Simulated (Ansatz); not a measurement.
System: tribromo(methyl)silane, CH₃Br₃Si (charge 0, singlet). 
Coordinates optimised at B3LYP-D3(BJ)/def2-TZVP (Ansatz, a first-principles code):
SMILES: [Si](Br)(Br)(C)Br
```xyz
8

Si    -0.4860    -0.0033    -0.0631
C     -2.3213    -0.0159    -0.3014
Br     0.1717     1.9699     0.7219
Br     0.5409    -0.3813    -1.9983
Br     0.1101    -1.5830     1.3832
H     -2.8186     0.1701     0.6513
H     -2.6370    -0.9861    -0.6864
H     -2.6067     0.7610    -1.0116
```
Charge 0, spin multiplicity 1.

Basis-set convergence of Hartree-Fock and CCSD(T) correlation energies (hartree) with Ansatz. Valence correlation only, unless marked. Spin-orbit coupling is left out. The frozen core is the preceding noble-gas configuration, with the filled d and f shells of earlier blocks. No relativistic terms.

```json
[
 {"basis": "def2-SVPD", "functions": "191", "E(HF)": "-8044.90716", "E(corr, CCSD(T))": "-0.69517"},
 {"basis": "def2-TZVPPD", "functions": "307", "E(HF)": "-8045.99477", "E(corr, CCSD(T))": "-0.86969"},
 {"basis": "def2-QZVPPD", "functions": "532", "E(HF)": "-8046.15191", "E(corr, CCSD(T))": "-0.94179"}
]
```

Extrapolating the two largest sets (X = 3 and 4) as X^-3: E(corr) = (64·(-0.94179) - 27·(-0.86969))/37 = -0.9944 Eh, an estimate of the basis-set limit. The largest set recovers 94.7 % of it, the smallest 69.9 %.
